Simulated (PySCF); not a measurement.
# Spinor energies of Ag (silver, neutral)

Start: [Kr] 4d10 5p1; 5p3/2 filled at m_j = +3/2. Calculated with PySCF 2.14 in x2c-SVPall-2c with one added diffuse shell each of s, p, d type (7s9p7d1f, 76 functions): generalised Hartree-Fock with the X2C-1e Hamiltonian and a Gaussian nucleus; one run each with spin-orbit coupling (SO) switched off, then screened by Boettger's factors. This is a chosen level, not necessarily the ground level.

| spinor shell | electrons | ε, spin-free (eV) | ε, screened SO (eV) | weight of nominal j (screened SO) | rms radius, screened SO (bohr) |
| --- | --- | --- | --- | --- | --- |
| 1s1/2 | 2 | -25644.0 | -25642.2 | 1.000 | 0.0357 |
| 2s1/2 | 2 | -3862.7 | -3862.2 | 1.000 | 0.146 |
| 2p1/2 | 2 | -3459.1 | -3580.7 | 1.000 | 0.127 |
| 2p3/2 | 4 | -3459.1 | -3403.0 | 1.000 | 0.131 |
| 3s1/2 | 2 | -746.78 | -746.71 | 1.000 | 0.392 |
| 3p1/2 | 2 | -610.67 | -632.93 | 1.000 | 0.387 |
| 3p3/2 | 4 | -610.67 | -600.43 | 1.000 | 0.398 |
| 3d3/2 | 4 | -396.32 | -400.13 | 1.000 | 0.374 |
| 3d5/2 | 6 | -396.32 | -393.76 | 1.000 | 0.377 |
| 4s1/2 | 2 | -118.59 | -118.63 | 1.000 | 0.982 |
| 4p1/2 | 2 | -77.071 | -80.833 | 1.000 | 1.06 |
| 4p3/2 | 4 | -77.071 | -75.414 | 1.000 | 1.09 |
| 4d3/2 | 4 | -16.412 | -16.872 | 0.999 | 1.50 |
| 4d5/2 | 6 | -16.412 | -16.197 | 0.999 | 1.53 |
| 5p3/2 | 1 | -3.275 | -3.251 | 1.000 | 6.16 |

```
   quantity    spin-free  screened SO
E (hartree)  -5311.74169  -5312.69671
        M_J          3/2          3/2
       ⟨J²⟩        3.754        3.754
       ⟨L²⟩        2.003        2.017
       ⟨S²⟩        0.751        0.766
```

Breit and QED terms are absent; they matter most for the inner s and p1/2 levels.

Densities and radii are taken from the X2C orbitals without a picture-change correction, which distorts them close to the nucleus.

Without spin-orbit coupling the j labels of p, d and f shells carry no meaning; the spin-free column gives the mean over the occupied spinors of each nl shell.
